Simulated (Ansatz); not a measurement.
A short molecular-dynamics run on Ti₆O₂₂H₂₀.

```yaml
crystal:
  periodic: [false, false, false]
  atoms:
    - {symbol: Ti, position_ang: [-0.256323, -0.182823, 2.621480]}
    - {symbol: Ti, position_ang: [-0.548867, 0.006188, -2.471009]}
    - {symbol: Ti, position_ang: [-1.886281, 1.803150, 0.363108]}
    - {symbol: Ti, position_ang: [-1.943105, -1.777214, -0.027573]}
    - {symbol: Ti, position_ang: [1.610857, 2.383495, -0.461166]}
    - {symbol: Ti, position_ang: [1.599463, -1.321971, 0.084805]}
    - {symbol: O, position_ang: [-3.655494, -2.374578, -0.043359]}
    - {symbol: O, position_ang: [-1.951648, -1.317262, -1.954720]}
    - {symbol: O, position_ang: [-1.081045, -3.300783, 0.134340]}
    - {symbol: O, position_ang: [-1.866282, -1.316717, 1.990232]}
    - {symbol: O, position_ang: [-1.336965, 0.442003, -4.047380]}
    - {symbol: O, position_ang: [-3.041232, 3.103104, 0.811509]}
    - {symbol: O, position_ang: [-1.744926, 1.522172, -1.559082]}
    - {symbol: O, position_ang: [-1.074082, 1.295497, 1.883376]}
    - {symbol: O, position_ang: [-2.960464, 0.207566, 0.287383]}
    - {symbol: O, position_ang: [0.740907, -0.998386, -3.087004]}
    - {symbol: O, position_ang: [-0.088656, -0.645591, -0.320607]}
    - {symbol: O, position_ang: [2.596046, -1.691489, -1.584316]}
    - {symbol: O, position_ang: [1.406628, -3.208377, -0.100800]}
    - {symbol: O, position_ang: [0.717130, -1.809721, 1.966632]}
    - {symbol: O, position_ang: [-0.669297, -0.339517, 4.364329]}
    - {symbol: O, position_ang: [3.064714, -1.003025, 1.341413]}
    - {symbol: O, position_ang: [0.760109, 1.559264, -2.153020]}
    - {symbol: O, position_ang: [-0.263980, 3.034714, -0.112376]}
    - {symbol: O, position_ang: [2.648690, 3.595411, -1.281636]}
    - {symbol: O, position_ang: [2.477496, 0.625233, -0.425785]}
    - {symbol: O, position_ang: [1.445038, 0.543922, 2.646074]}
    - {symbol: O, position_ang: [1.966937, 2.611772, 1.253559]}
    - {symbol: H, position_ang: [-4.337353, -1.678339, -0.119963]}
    - {symbol: H, position_ang: [-2.801465, -1.254770, -2.425342]}
    - {symbol: H, position_ang: [-0.071292, -3.455282, -0.044260]}
    - {symbol: H, position_ang: [-2.088863, -2.079644, 2.557142]}
    - {symbol: H, position_ang: [-0.957799, 0.014462, -4.838626]}
    - {symbol: H, position_ang: [-3.679333, 3.468861, 0.170478]}
    - {symbol: H, position_ang: [-1.298349, 2.313915, -1.929566]}
    - {symbol: H, position_ang: [-3.116665, -0.026458, 1.234103]}
    - {symbol: H, position_ang: [1.571718, -1.385803, -2.570038]}
    - {symbol: H, position_ang: [3.167497, -0.904186, -1.695466]}
    - {symbol: H, position_ang: [1.899015, -3.493824, -0.897222]}
    - {symbol: H, position_ang: [0.085777, -2.536647, 1.777371]}
    - {symbol: H, position_ang: [-0.018752, -0.133596, 5.059516]}
    - {symbol: H, position_ang: [3.163250, -1.791416, 1.910973]}
    - {symbol: H, position_ang: [1.519013, 1.341300, -2.731236]}
    - {symbol: H, position_ang: [-0.167115, 3.579149, 0.697047]}
    - {symbol: H, position_ang: [3.295746, 4.145718, -0.802531]}
    - {symbol: H, position_ang: [3.199844, 0.574290, 0.240051]}
    - {symbol: H, position_ang: [2.214659, -0.040841, 2.321252]}
    - {symbol: H, position_ang: [1.755121, 1.897094, 1.967901]}
basis:
  gaussian: {orbitals: "6-31G*", fitting: {mean_field: def2-universal-jkfit}}
hamiltonian: {xc: {name: BLYP}}
md: {timestep: 2 fs, n_steps: 25, ensemble: nvt_langevin, temperature: 700, initial_velocities: maxwell_boltzmann, friction: 0.01, seed: 150}
scf: {omitted_lower_state_checks: [starts]}
```

```sh
$ ansatz run in.yaml --threads 2 --pin off --events-out ev --progress --plain --max-ram 32768MiB --backend cuda --devices 0, --max-vram 18GiB
```

| step | time (fs) | potential energy (eV) | kinetic (eV) | T (K) |
| --- | --- | --- | --- | --- |
| 0 | 0.0 | -184079.1531 | 4.2527 | 685 |
| 1 | 2.0 | -184077.8098 | 3.3232 | 536 |
| 2 | 4.0 | -184078.1515 | 3.5255 | 568 |
| 3 | 6.0 | -184077.6030 | 3.0677 | 494 |
| 4 | 8.0 | -184077.0593 | 2.8421 | 458 |
| 5 | 10.0 | -184076.6105 | 2.4708 | 398 |
| 6 | 12.0 | -184076.2851 | 2.0452 | 330 |
| 7 | 14.0 | -184076.4031 | 2.2312 | 360 |
| 8 | 16.0 | -184076.6992 | 2.5242 | 407 |
| 9 | 18.0 | -184076.2096 | 2.7892 | 450 |
| 10 | 20.0 | -184076.2408 | 3.7100 | 598 |
| 11 | 22.0 | -184075.5039 | 3.0412 | 490 |
| 12 | 24.0 | -184075.3500 | 2.8459 | 459 |
| 13 | 26.0 | -184076.4312 | 3.8956 | 628 |
| 14 | 28.0 | -184076.5597 | 3.4874 | 562 |
| 15 | 30.0 | -184075.7384 | 3.9455 | 636 |
| 16 | 32.0 | -184074.8922 | 6.0504 | 975 |
| 17 | 34.0 | -184073.1736 | 4.1303 | 666 |
| 18 | 36.0 | -184072.1603 | 3.1407 | 506 |
| 19 | 38.0 | -184071.7563 | 2.7373 | 441 |
| 20 | 40.0 | -184071.4932 | 2.6568 | 428 |
| 21 | 42.0 | -184071.2879 | 2.5569 | 412 |
| 22 | 44.0 | -184071.5338 | 2.9720 | 479 |
| 23 | 46.0 | -184071.4255 | 3.2538 | 524 |
| 24 | 48.0 | -184072.6004 | 4.4769 | 722 |
| 25 | 50.0 | -184073.6123 | 5.8504 | 943 |

Velocities are drawn at the set temperature; a run this short doesn't reach equilibrium. Under Langevin dynamics the printed temperature counts 3N degrees of freedom, so it starts below the set value.

The 6-31G sets use Cartesian d functions.

Frames (Å, forces in eV/Å):

```xyz
48
time=0.0 fs
Ti   -0.256   -0.183    2.621   -0.043   -0.050   -0.103
Ti   -0.549    0.006   -2.471   -0.081    0.106    0.333
Ti   -1.886    1.803    0.363    0.177   -0.037   -0.141
Ti   -1.943   -1.777   -0.028   -0.002    0.259   -0.067
Ti    1.611    2.383   -0.461   -0.302   -0.164   -0.119
Ti    1.599   -1.322    0.085    0.148    0.015   -0.020
O    -3.655   -2.375   -0.043   -0.388   -0.385    0.004
O    -1.952   -1.317   -1.955    0.019   -0.173   -0.133
O    -1.081   -3.301    0.134    0.078   -0.540    0.082
O    -1.866   -1.317    1.990   -0.117    0.067    0.092
O    -1.337    0.442   -4.047   -0.378    0.252   -0.385
O    -3.041    3.103    0.812   -0.280    0.411    0.334
O    -1.745    1.522   -1.559   -0.181    0.002   -0.174
O    -1.074    1.295    1.883   -0.007    0.197    0.229
O    -2.960    0.208    0.287   -0.249   -0.104   -0.096
O     0.741   -0.998   -3.087    0.300   -0.314   -0.382
O    -0.089   -0.646   -0.321   -0.110    0.056   -0.071
O     2.596   -1.691   -1.584    0.210   -0.255   -0.109
O     1.407   -3.208   -0.101    0.126   -0.294    0.130
O     0.717   -1.810    1.967    0.157   -0.166    0.168
O    -0.669   -0.340    4.364   -0.348   -0.118    0.480
O     3.065   -1.003    1.341    0.323    0.100    0.018
O     0.760    1.559   -2.153   -0.010    0.202   -0.031
O    -0.264    3.035   -0.112   -0.061    0.165   -0.142
O     2.649    3.595   -1.282    0.216    0.314   -0.451
O     2.477    0.625   -0.426    0.127   -0.097   -0.117
O     1.445    0.544    2.646    0.227    0.103    0.244
O     1.967    2.612    1.254    0.185    0.250    0.438
H    -4.337   -1.678   -0.120   -0.191    0.134   -0.012
H    -2.801   -1.255   -2.425   -0.219    0.019   -0.114
H    -0.071   -3.455   -0.044   -0.081   -0.118   -0.074
H    -2.089   -2.080    2.557   -0.053   -0.184    0.145
H    -0.958    0.014   -4.839    0.106   -0.102   -0.208
H    -3.679    3.469    0.170   -0.187    0.100   -0.160
H    -1.298    2.314   -1.930    0.027    0.162   -0.085
H    -3.117   -0.026    1.234   -0.095    0.044    0.139
H     1.572   -1.386   -2.570   -0.026   -0.012   -0.117
H     3.167   -0.904   -1.695    0.178    0.140   -0.045
H     1.899   -3.494   -0.897    0.071   -0.120   -0.142
H     0.086   -2.537    1.777   -0.067   -0.126    0.036
H    -0.019   -0.134    5.060    0.188    0.051    0.186
H     3.163   -1.791    1.911    0.051   -0.192    0.144
H     1.519    1.341   -2.731    0.157   -0.013   -0.124
H    -0.167    3.579    0.697    0.056    0.112    0.131
H     3.296    4.146   -0.803    0.146    0.114    0.144
H     3.200    0.574    0.240    0.133    0.109    0.048
H     2.215   -0.041    2.321    0.050   -0.006    0.114
H     1.755    1.897    1.968    0.020    0.084   -0.017
48
time=16.0 fs
Ti   -0.238   -0.200    2.623    0.929    0.282   -1.277
Ti   -0.569    0.047   -2.540   -0.089    0.173   -0.853
Ti   -1.998    1.803    0.365    1.098    0.088    0.995
Ti   -1.922   -1.801    0.000   -0.314   -0.171    0.802
Ti    1.623    2.400   -0.392   -1.387    1.312   -1.190
Ti    1.614   -1.314    0.052   -1.103    0.948    1.734
O    -3.666   -2.432   -0.063   -0.340    1.038   -0.258
O    -1.951   -1.345   -1.904    0.075    0.521   -1.315
O    -1.059   -3.381    0.234   -0.691   -0.155    0.255
O    -1.782   -1.292    2.126   -0.993   -0.535   -1.156
O    -1.294    0.423   -4.247    0.000   -0.268    1.042
O    -3.171    3.075    0.992    0.401   -0.448   -0.185
O    -1.870    1.612   -1.587    0.602    0.247   -0.273
O    -0.979    1.299    1.826   -0.896    0.041   -0.545
O    -3.075    0.156    0.373    1.597    1.158   -5.091
O     0.761   -0.996   -3.074   -0.347    0.221    0.213
O    -0.309   -0.772   -0.330    2.301    0.917   -0.078
O     2.581   -1.680   -1.573    0.631    0.368   -0.559
O     1.468   -3.079   -0.238   -3.217   -0.354    2.850
O     0.750   -1.891    1.997   -1.254   -1.096   -1.199
O    -0.624   -0.291    4.337   -0.726    0.024    1.084
O     3.062   -0.971    1.338    0.799   -0.773   -0.021
O     0.840    1.667   -2.221   -2.241   -0.595    0.928
O    -0.288    3.081   -0.031   -0.212    0.660    0.180
O     2.591    3.628   -1.403   -2.345   -0.934   -0.899
O     2.461    0.673   -0.294    1.161   -0.529    0.238
O     1.537    0.565    2.569   -0.131   -0.340    0.676
O     1.955    2.680    1.299    0.539   -0.180    0.755
H    -4.144   -1.567   -0.256   -0.039   -0.870    0.233
H    -2.722   -1.292   -2.495   -0.530   -0.291   -0.015
H    -0.247   -3.506   -0.313    0.494   -0.176    0.080
H    -1.956   -2.128    2.594    0.014   -0.192    0.380
H    -1.245   -0.024   -5.127    0.267    0.090    0.547
H    -3.900    3.266    0.370   -0.282    0.208   -0.126
H    -1.406    2.422   -1.954   -0.315   -0.497    0.331
H    -3.334    0.053    1.229   -1.490   -0.787    5.006
H     1.552   -1.449   -2.504   -0.294    0.133   -0.446
H     2.979   -0.799   -1.629    0.944    0.793   -0.472
H     2.111   -3.482   -0.738    2.858   -1.790   -2.519
H     0.099   -2.631    1.603    1.310    1.490    1.126
H     0.019   -0.405    5.044    0.575   -0.010    0.639
H     3.220   -1.711    1.965   -0.018   -0.223   -0.176
H     1.468    1.190   -2.755    1.429   -0.315   -0.808
H    -0.216    3.749    0.728   -0.028   -1.053   -0.849
H     3.322    3.702   -0.836    2.866    0.918    1.674
H     3.194    0.643    0.420   -1.038   -0.121   -0.952
H     2.326   -0.080    2.431   -0.654    0.680   -0.294
H     1.785    1.829    1.978    0.083    0.390   -0.212
48
time=32.0 fs
Ti   -0.234   -0.159    2.575    0.456   -0.653    0.561
Ti   -0.602    0.100   -2.609    0.707   -0.303    0.880
Ti   -2.084    1.827    0.396   -0.535   -0.584   -0.667
Ti   -1.945   -1.840    0.066   -0.105   -0.175   -0.659
Ti    1.569    2.452   -0.400   -0.204   -0.106    1.321
Ti    1.607   -1.247    0.058    1.023   -1.958   -0.615
O    -3.698   -2.439   -0.073   -0.013    0.197   -0.112
O    -1.938   -1.351   -2.013   -0.730   -0.384    0.285
O    -1.188   -3.432    0.345    1.389   -0.748   -0.655
O    -1.818   -1.405    2.142    0.202    0.760    0.392
O    -1.263    0.451   -4.237    0.263   -0.981   -1.876
O    -3.267    3.021    1.138   -0.848    0.093   -1.017
O    -1.934    1.633   -1.600    0.757    1.640    0.279
O    -0.977    1.305    1.700    0.038   -0.179    0.627
O    -3.183    0.196    0.480    1.054    0.906   -1.980
O     0.739   -0.935   -3.036   -0.361   -0.432   -0.371
O    -0.220   -0.840   -0.308    0.562    0.854    0.570
O     2.676   -1.606   -1.601    2.854    3.032   -1.529
O     1.471   -3.241   -0.349   -2.863    2.338    4.012
O     0.829   -1.898    2.017   -1.543   -1.782    0.022
O    -0.561   -0.197    4.409   -0.789    0.099   -1.337
O     3.126   -1.099    1.326   -0.061    0.576   -0.647
O     0.785    1.616   -2.290   -1.942    0.237    2.405
O    -0.315    3.183   -0.096    0.072   -0.734    1.575
O     2.522    3.591   -1.387   -0.025    0.212   -0.457
O     2.529    0.725   -0.270    0.902   -0.426    0.668
O     1.528    0.569    2.595   -1.475    0.323    0.534
O     2.033    2.724    1.382   -0.615   -0.181   -1.319
H    -4.460   -1.868   -0.335    0.382   -0.066    0.118
H    -2.727   -1.690   -2.526    0.702    0.509    0.385
H    -0.224   -3.712    0.008   -0.987    0.801    0.263
H    -1.869   -1.949    2.967   -0.266   -0.185   -0.670
H    -0.863   -0.158   -4.960   -0.645    1.120    1.146
H    -4.142    3.174    0.643    1.182   -0.153    0.691
H    -1.557    2.575   -1.839   -0.527   -1.976    0.234
H    -3.394   -0.149    1.341   -0.296   -0.299    1.651
H     1.550   -1.381   -2.514    0.158    0.396   -0.184
H     3.583   -0.607   -2.043   -3.408   -3.305    1.805
H     1.974   -3.525   -1.053    2.364   -1.147   -3.202
H     0.267   -2.815    1.944    1.311    2.804   -0.069
H     0.204   -0.475    4.923    0.791   -0.123    0.598
H     2.954   -1.780    1.991   -0.021   -0.632    0.534
H     1.579    1.849   -2.743    1.340   -0.067   -1.414
H    -0.206    3.255    0.914    0.079    0.457   -1.179
H     3.408    3.967   -1.283    0.434    0.210    0.227
H     3.349    0.614    0.365   -1.784    0.318   -1.157
H     2.320    0.080    2.302    0.942   -0.981   -0.291
H     1.847    1.906    2.022    0.083    0.677   -0.373
48
time=50.0 fs
Ti   -0.230   -0.109    2.573    0.023   -1.376    1.192
Ti   -0.629    0.114   -2.635   -0.638   -0.879    1.967
Ti   -2.192    1.842    0.400    2.567    0.498    0.145
Ti   -1.968   -1.883    0.126    0.647   -0.401   -0.901
Ti    1.505    2.511   -0.360   -0.626   -1.518   -3.134
Ti    1.687   -1.242    0.053    1.059   -2.303    0.073
O    -3.684   -2.484   -0.080    0.256    0.113    0.179
O    -1.944   -1.338   -2.022    0.392    0.354    0.856
O    -1.265   -3.557    0.415   -0.018    1.476   -0.535
O    -1.836   -1.435    2.110   -0.432   -0.016   -0.457
O    -1.219    0.455   -4.307    0.865   -0.368   -0.922
O    -3.276    2.975    1.284   -0.414    0.419   -0.073
O    -1.941    1.697   -1.535    0.289   -0.069   -0.244
O    -0.946    1.287    1.709   -1.486    1.142   -0.995
O    -3.151    0.296    0.554    0.086   -0.546   -4.195
O     0.722   -0.916   -3.073   -0.101    0.397   -0.426
O    -0.052   -0.749   -0.224   -1.731    0.165   -0.165
O     2.676   -1.579   -1.572    3.330    3.254   -1.976
O     1.432   -3.263   -0.321   -2.009    2.775    6.026
O     0.924   -1.705    2.077   -3.492   -4.001    0.215
O    -0.529   -0.088    4.423    0.080   -0.075   -0.465
O     3.174   -1.185    1.290    0.416   -0.264    1.349
O     0.609    1.666   -2.172   -1.043   -0.578    0.836
O    -0.361    3.205   -0.117    0.478    0.664    1.697
O     2.430    3.616   -1.406   -5.247   -4.353   -0.542
O     2.551    0.710   -0.379    0.372    0.975    1.509
O     1.453    0.536    2.694    1.211    1.410    0.014
O     2.033    2.820    1.222    0.792    1.062    2.058
H    -4.515   -2.057   -0.375    0.130    0.182    0.036
H    -2.642   -1.653   -2.632   -0.059    0.040    0.113
H    -0.287   -3.495    0.123    0.580   -0.409   -0.140
H    -2.148   -2.246    2.577    0.318    0.304    0.179
H    -0.483   -0.016   -4.820   -1.020    0.521    0.094
H    -4.236    3.160    1.369    0.269   -0.005   -0.121
H    -1.264    2.366   -1.860   -0.589   -0.255    0.501
H    -3.292    0.267    1.459   -0.801   -0.765    4.005
H     1.547   -0.921   -2.450    0.517   -0.829   -0.158
H     3.641   -0.635   -1.895   -3.635   -3.222    1.496
H     1.633   -3.518   -1.151    1.428   -1.462   -5.211
H     0.191   -2.599    2.091    2.767    3.219   -0.295
H     0.379   -0.051    4.811   -0.332    0.023    0.092
H     3.132   -1.842    2.067   -0.119    0.863   -1.315
H     0.912    1.863   -3.061    0.961    0.652   -0.704
H    -0.205    3.696    0.769   -0.483   -0.651   -1.293
H     3.083    4.193   -1.389    5.501    4.824    0.347
H     3.271    0.718    0.364   -1.269   -0.098   -1.320
H     2.187   -0.069    2.407    0.392   -0.160   -0.039
H     1.984    2.291    2.047   -0.185   -0.727    0.647
```

Hardware: 2 threads of AMD EPYC 7R13 on a shared host and a share (18 GiB) of an NVIDIA H100 80GB HBM3. Wall time 3.9 min, peak host memory 1.2 GiB.
